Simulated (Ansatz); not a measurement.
`CN[SiH2][SiH3]` + `O[SiH](F)[NH][GeH3]` → `C[N]([GeH3])[SiH](O)F` + `N[SiH2][SiH3]`  (substitution at a C–N bond)

Calculated with Ansatz (gas phase, PBE0-D4/def2-TZVP geometries, no zero-point term in ΔE). CCSD(T)/CBS adds triple-zeta CCSD(T) − MP2 to the extrapolated MP2 energy (def2 sets, frozen cores). This one scheme is used for every species. DFT in def2-TZVPP. For Ge outer-core shells are correlated without core-valence functions, which leaves a few kJ/mol of doubt a bond. Scalar relativity is left out up to krypton. Each species was taken in one conformer, which may not be the lowest.

Problem. Is it downhill or uphill in electronic energy at CCSD(T)/CBS, and by how much? (Estimate.)

Solution. Ansatz gave: Nearly level: ΔE = -0.02 eV.

Problem. What do these levels give: r2SCAN-D4, r2SCAN, SCS-MP2/def2-TZVPP, CCSD/def2-TZVPP, HF/def2-QZVPP, SCS-MP2/def2-QZVPP? (Estimate.)

Solution. The calculation gave: r2SCAN-D4 0.01, r2SCAN 0.01, SCS-MP2/def2-TZVPP -0.02, CCSD/def2-TZVPP -0.01, HF/def2-QZVPP 0.08, SCS-MP2/def2-QZVPP -0.01 eV.

Largest T1 diagnostic among the species: 0.012.

The D4 term adds −0.03 eV with B3LYP and −0.02 eV with PBE0; it sums over pairs of atoms, weighted by their polarisabilities, and B3LYP, whose exchange is more repulsive, gets the larger term. In def2-TZVPP, CCSD(T) changes the Hartree–Fock value by −0.09 eV (the triples alone add −0.01 eV) and MP2 by −0.11 eV.

B3LYP here is the variant with VWN-RPA as its local correlation; programs differ in this.
